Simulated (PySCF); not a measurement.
A structure optimised at B3LYP-D3(BJ)/def2-SVP, used in a PySCF frequency run:

```
C
C 1 1.3456
H 2 1.0918 1 122.34
H 1 1.0966 2 124.49 3 0.05
C 1 1.5098 4 118.74 2 -179.59
H 5 1.1063 1 110.49 4 -58.39
H 5 1.1071 6 106.62 1 -120.01
O 5 1.4159 6 109.42 7 -119.17
Si 8 1.6716 5 112.70 6 -125.42
F 9 1.6270 8 111.04 5 -112.60
H 9 1.4780 10 104.74 8 121.18
```

Problem. Write its SMILES and formula.

Solution. F[Si@H]1C=CCO1, C3H5FOSi

Problem. What are its rotational constants (standard atomic weights)?

Solution. 5.5402, 2.6027, 2.0725 GHz
